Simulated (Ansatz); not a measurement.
Mulliken charges of CH2ClNOSi, SMILES `O[SiH]1N=C1Cl` from PBE/def2-TZVPP in Ansatz (PBE0-D4/def2-TZVP geometry).

```json
{"atom": "O1", "x (Å)": "-0.555", "y (Å)": "-0.831", "z (Å)": "1.530", "charge (e)": "-0.333"}
{"atom": "Si2", "x (Å)": "0.398", "y (Å)": "-0.494", "z (Å)": "0.260", "charge (e)": "0.422"}
{"atom": "N3", "x (Å)": "-0.258", "y (Å)": "-0.287", "z (Å)": "-1.371", "charge (e)": "-0.196"}
{"atom": "C4", "x (Å)": "0.158", "y (Å)": "0.822", "z (Å)": "-0.891", "charge (e)": "-0.016"}
{"atom": "Cl5", "x (Å)": "0.093", "y (Å)": "2.380", "z (Å)": "-1.611", "charge (e)": "-0.037"}
{"atom": "H6", "x (Å)": "-1.444", "y (Å)": "-0.469", "z (Å)": "1.550", "charge (e)": "0.204"}
{"atom": "H7", "x (Å)": "1.669", "y (Å)": "-1.189", "z (Å)": "0.486", "charge (e)": "-0.043"}
```

**Question.** By hand: the dipole of these point charges (1 e Å = 4.8032 D).

**Answer.** Σ q r = (0.031, -0.021, 0.238) e Å, of length 0.241 e Å = 1.16 D.

**Question.** How does the dipole of the full density compare? (Best estimate.)

**Answer.** Computed: (-0.056, -0.021, 0.416) e Å, 2.02 D; the point charges give 0.57 times that, at 15° from its direction.

Point charges leave out the atoms' own dipoles, such as those of lone pairs, and Mulliken's split depends on the basis, so the two needn't agree.
